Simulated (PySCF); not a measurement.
Gas-phase reaction: 5 GeH₂ + 3 HF = GeHF₃ + 4 GeH₃, at 1200 K and a standard pressure of 1 bar. Level: PBE0/def2-SVP†.

Method: PySCF energies plus ideal-gas RRHO corrections (1 bar). † marks an energy on the PBE0/def2-TZVP geometry and frequencies. Open shells (unrestricted): GeH₃ (multiplicity 2); the rest are closed-shell singlets. Ge: all electrons, no relativistic terms. GeH₂, GeHF₃, GeH₃: computed as isolated molecules; such fragments, hydroxides, amides, oligomers or adducts are transient or little studied in the gas. The harmonic model lacks anharmonicity and excited electronic states, which grow with temperature; levels with a mode under 35 cm⁻¹ are left out.

| species | E (Ha) | H(1200 K) − E (kJ/mol) | S°(1200 K) (J/mol/K) |
|---|---|---|---|
| GeH₂ | -2077.61348 | 79.1 | 279.9 |
| HF | -100.25837 | 60.1 | 214.5 |
| GeHF₃ | -2376.19165 | 138.6 | 419.1 |
| GeH₃ | -2078.21733 | 116.9 | 307.7 |
E: electronic energy; H − E holds the zero-point and thermal terms. 1 Ha = 2625.5 kJ/mol.

Q: Work out ΔH°, ΔS°, ΔG° and log10 K from these numbers.

A: 1. ΔE = 1×(-2376.19165) + 4×(-2078.21733) − 5×(-2077.61348) − 3×(-100.25837) = -0.21846 Ha = -573.6 kJ.
2. Δ(H − E) = 1×(138.6) + 4×(116.9) − 5×(79.1) − 3×(60.1) = 30.4 kJ, so ΔH° = -543.2 kJ.
3. ΔS° = 1×(419.1) + 4×(307.7) − 5×(279.9) − 3×(214.5) = -393.1 J/K; the number of gas molecules changes by -3.
4. ΔG° = ΔH° − TΔS° = -543.2 − 1200×(-393.1)/1000 = -71.5 kJ.
5. log10 K = −ΔG°/(RT ln 10) = 3.11, with RT ln 10 = 22.97 kJ/mol; at standard pressures the products are favoured.
6. A shift of 10 kJ in ΔE would move log10 K by 0.44 here.
7. With ΔH° and ΔS° held fixed, ΔG° changes sign near ΔH°/ΔS° = 1380 K.
8. Lowering the total pressure from 1 bar to 0.01 bar multiplies the mole-fraction quotient K_x = K (p/p°)^(−Δn) by 10^-6, which pushes the balance towards the reactants.
For scale, ΔH°(298 K) is -560 kJ at this level, -468 kJ at ωB97M-V/def2-TZVP†, and runs from -631 to -106 kJ over the 20 levels computed.
